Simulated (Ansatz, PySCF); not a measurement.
CaO2, SMILES [O]1[O][Ca]1.

Geometry: PBE0-D3(BJ)/def2-TZVP.

Vertical ionisation energy (IE) and electron affinity (EA) in eV. Rows of orbital energies are one-electron estimates. Where ΔSCF, EOM or ADC give a negative EA the extra electron is unbound and the value depends on the basis.

```
level                                                                   IE    EA
--------------------------------------------------------------------  ----  ----
−ε(HOMO), −ε(LUMO), PBE0/def2-TZVPD (PySCF)                           4.30  1.96
−ε(HOMO), −ε(LUMO), PBE/def2-TZVPD (PySCF)                            3.03  2.46
ΔSCF, PBE0/def2-TZVPD (Ansatz), final states of multiplicity 2 and 2  6.69  0.95
ΔSCF, PBE/def2-TZVPD (Ansatz), final states of multiplicity 2 and 2   6.81  0.87
```

Problem. What vertical singlet–triplet gap does ΔSCF give with PBE0/def2-TZVPD (Ansatz, a quantum-chemistry and plane-wave program) and with PBE/def2-TZVPD (Ansatz)? (Estimate from the structure and the level; the computed values follow.)

Solution. 1.31 and 1.43 eV (triplet above singlet where positive).
